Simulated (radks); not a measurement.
Values are calculated unless marked as measured or tabulated.
Dipole-allowed excitations along the series with 36 electrons in [Kr]. Code: a radial shooting solver on a logarithmic mesh with Libxc functionals. Model: scalar-relativistic Kohn-Sham, PBE, spin-polarised, spherical densities, finite nucleus; Fermi nuclear charge, rms radius of each element as measured or else 0.836 A^(1/3) + 0.57 fm. Time-dependent linear response with the Hartree and adiabatic LDA kernel, continuum included through the Sternheimer equations, no spin-orbit coupling, so fine structure and intercombination lines are absent. Lines are the poles of the dipole polarisability below minus the highest occupied eigenvalue, found on a grid refined at the orbital gaps; the lowest seven at most are given, and weak or close lines can be missed. The first line takes the name of the lowest orbital gap if no other gap lies below it; otherwise a line is named after a gap within 0.6 % of it, if that gap stands alone.

Rb+: -e(HOMO) (eV) 21.651; lowest orbital gap (eV) 4p-5s 15.605; first line (eV) 15.667 (4p-5s); f 0.420; strongest line (eV) 19.278 (unassigned); its f 1.18; static alpha (bohr^3) 9.471
Sr2+: -e(HOMO) (eV) 36.517; lowest orbital gap (eV) 4p-5s 22.922; first line (eV) 23.023 (4p-5s); f 0.485; strongest line (eV) 27.195 (unassigned); its f 3.43; static alpha (bohr^3) 5.934
Zr4+: -e(HOMO) (eV) 72.801; lowest orbital gap (eV) 4p-4d 32.372; first line (eV) 39.628 (4p-5s); f 0.594; strongest line (eV) 40.200 (unassigned); its f 5.27; static alpha (bohr^3) 2.986
Nb5+: -e(HOMO) (eV) 94.006; lowest orbital gap (eV) 4p-4d 36.669; first line (eV) 45.939 (4p-4d); f 5.52; strongest line (eV) the first; its f 5.52; static alpha (bohr^3) 2.273
